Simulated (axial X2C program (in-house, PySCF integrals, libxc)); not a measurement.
Spin–orbit effects along a row: molecules with Na, PBE0

All values come from calculations with an in-house relativistic program for diatomic molecules, spin-free (one-electron X2C) or two-component (2c: spin–orbit coupling with atomic mean-field Coulomb and Gaunt terms, which also bring small scalar terms), in Dyall basis sets with cores contracted in-house; open shells are unrestricted.

Basis sets: Ca dyall-cv3z, Co dyall-cv3z, Cr dyall-cv3z, Cu dyall-cv3z, Fe dyall-cv3z, Ga dyall-cv3z, K dyall-cv3z, Mn dyall-cv3z, Na dyall-cv3z, Ni dyall-cv3z, Sc dyall-cv3z, Ti dyall-cv3z, V dyall-cv3z.

| molecule | spin-free state | Re (Å) | ωe (cm⁻¹) | De (eV) | 2c state | Re 2c (Å) | ωe 2c (cm⁻¹) | De 2c (eV) |
| --- | --- | --- | --- | --- | --- | --- | --- | --- |
| NaK | M_S = 0, Λ = 0 | 3.537 | 123.8 | 0.60 | Ω = 0 | 3.537 | 123.8 | 0.60 |
| NaCa | M_S = 1/2, Λ = 0 | 3.673 | 110.8 | 0.29 | Ω = 1/2 | 3.673 | 110.8 | 0.29 |
| NaSc | M_S = 1, Λ = 2 | 3.438 | 131.0 | 0.28 | Ω = 1 | 3.438 | 131.0 | n/a |
| NaTi | M_S = 3/2, Λ = 2 | 3.036 | 152.1 | 0.59 | Ω = 1/2 | 3.036 | 152.0 | n/a |
| NaV | M_S = 2, Λ = 0 | 3.053 | 148.1 | n/a | Ω = 2 | 3.054 | 148.1 | n/a |
| NaCr | M_S = 5/2, Λ = 0 | 2.948 | 156.2 | 0.61 | Ω = 5/2 | 2.949 | 156.1 | 0.61 |
| NaMn | M_S = 3, Λ = 0 | 3.291 | 114.5 | 0.28 | Ω = 3 | 3.292 | 114.4 | 0.28 |
| NaFe | M_S = 3/2, Λ = 2 | 2.803 | 167.6 | 0.28 | Ω = 7/2 | 2.803 | 167.6 | n/a |
| NaCo | M_S = 1, Λ = 0 | 2.726 | 196.9 | 0.77 | Ω = 3 | 2.640 | 202.6 | n/a |
| NaNi | M_S = 1/2, Λ = 0 | 2.634 | 204.1 | 1.25 | Ω = 1/2 | 2.634 | 204.1 | n/a |
| NaCu | M_S = 0, Λ = 0 | 2.562 | 215.3 | 1.45 | Ω = 0 | 2.562 | 215.2 | 1.45 |
| NaGa | M_S = 0, Λ = 0 | 3.113 | 158.2 | 0.69 | Ω = 0 | 3.112 | 157.9 | n/a |

Each entry is the lowest single determinant of a limited PBE0 search at one distance. De goes to single-determinant-based atoms at the same level (for ions the charge split of lowest energy) and is withheld (n/a) where an atom does not fit its ground term or J level. Main or longest-lived isotopes. One determinant is a doubtful description, or other states lie close, for NaSc, NaTi, NaV, NaCr, NaMn, NaFe, NaCo, NaNi, NaGa; these need not be ground states, and all values refer to the states named. Some open-shell Ω = 0 determinants are out of reach, so the Ω given for NaV, NaMn need not be the lowest component. With several unpaired electrons the Ω given is that of one determinant, not necessarily of the lowest component. The functionals have no current term, which raises determinants with orbital currents. Where the atoms have a lower orbital projection than the molecule, De at mean-field level may be about a tenth of an eV too small. The lowest determinant changes configuration between the Hamiltonians for NaCo, so two states are compared there.
